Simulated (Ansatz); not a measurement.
Reaction (formal exchange of groups at a B–H bond): `B/C=C/C` + `NC1C=C1` → `C/C=C\BN` + `C1=CC1`

Isolated molecules relaxed with PBE0-D4/def2-TZVP in Ansatz; ΔE leaves out vibrations. CCSD(T)/CBS is the MP2 limit (def2-TZVPP, def2-QZVPP) plus CCSD(T) − MP2 in def2-TZVPP, frozen cores. This one scheme is used for every species. Double bonds are as drawn, so ΔE can hold a change between cis and trans. DFT in def2-TZVPP. B3LYP here is the variant with VWN-RPA as its local correlation; programs differ in this. One conformer a species, not always the lowest.

`B/C=C/C`:

```xyz
11

B     0.575   -1.543   -1.359
C    -0.295   -0.577   -0.561
C     0.259    0.296    0.298
C    -0.464    1.285    1.133
H     1.765   -1.511   -1.209
H     0.107   -2.332   -2.130
H    -1.380   -0.562   -0.658
H     1.345    0.287    0.400
H    -0.251    1.118    2.195
H    -1.543    1.238    0.979
H    -0.118    2.300    0.911
```

`NC1C=C1`:

Z-matrix (Å, degrees):
```
C
C 1 1.495
C 1 1.479 2 51.7
N 1 1.440 2 123.5 3 -104.2
H 1 1.090 2 119.8 3 105.8
H 2 1.079 1 148.0 3 175.2
H 3 1.079 1 146.3 2 -175.1
H 4 1.013 1 111.0 2 -96.6
H 4 1.013 1 110.5 2 22.9
```

`C/C=C\BN`:

Z-matrix (Å, degrees):
```
C
C 1 1.489
H 1 1.095 2 110.4
H 1 1.089 2 112.4 3 -121.5
H 1 1.095 2 110.4 3 117.1
C 2 1.339 1 127.1 3 121.6
H 2 1.091 1 114.5 3 -58.4
B 6 1.548 2 126.7 1 -0.0
H 6 1.092 2 115.4 1 179.9
N 8 1.395 6 119.9 2 179.6
H 8 1.199 6 123.2 2 -0.4
H 10 1.005 8 123.2 6 -180.0
H 10 1.007 8 123.2 6 0.0
```

`C1=CC1`:

Z-matrix (Å, degrees):
```
C
C 1 1.498
C 1 1.498 2 50.9
H 1 1.090 2 119.6 3 105.7
H 1 1.090 2 119.6 3 -105.7
H 2 1.076 1 145.6 3 -180.0
H 3 1.076 1 145.6 2 180.0
```

```tsv
level	ΔE (kcal/mol)
LDA (SPW92)	-44.7
revPBE-D4	-42.0
PBE-QIDH	-43.4
revPBE	-42.2
r2SCAN	-43.5
B3LYP	-43.3
RPA@PBE/def2-TZVPP	-42.2
SCS-MP2/def2-TZVPP	-43.1
```

(1) What does CCSD(T)/CBS give? (Best estimate.)

(2) What do rigid-rotor, harmonic-oscillator terms from PBE0-D4/def2-TZVP frequencies (298.15 K, 1 bar) make of the CCSD(T)/CBS value? (Estimate.)

Largest T1 diagnostic among the species: 0.012.

Answers

(1) Computed: -43.5 kcal/mol. The listed levels differ from it by -1.2, 1.5, 0.1, 1.3, 0.0, 0.2, 1.3, 0.4 kcal/mol.

(2) Computed: ΔZPE = +1.9 kcal/mol, ΔH = -41.7 kcal/mol, ΔS = -8 J/(mol·K), ΔG = -41.2 kcal/mol.

Leaving LDA and LC-ωPBE aside and taking each functional with its dispersion term where it has one, the values, not all of them listed here, spread over 1.9 kcal/mol, from CAM-B3LYP-D4 to revPBE-D4. LDA lies −1.6 kcal/mol from PBE without D4. In def2-TZVPP, CCSD(T) changes the Hartree–Fock value by −2.5 kcal/mol (the triples alone add −0.1 kcal/mol) and MP2 by −2.7 kcal/mol. At CCSD(T), def2-SVP lies −1.4 kcal/mol from the extrapolated value and def2-TZVPP −0.2 kcal/mol.
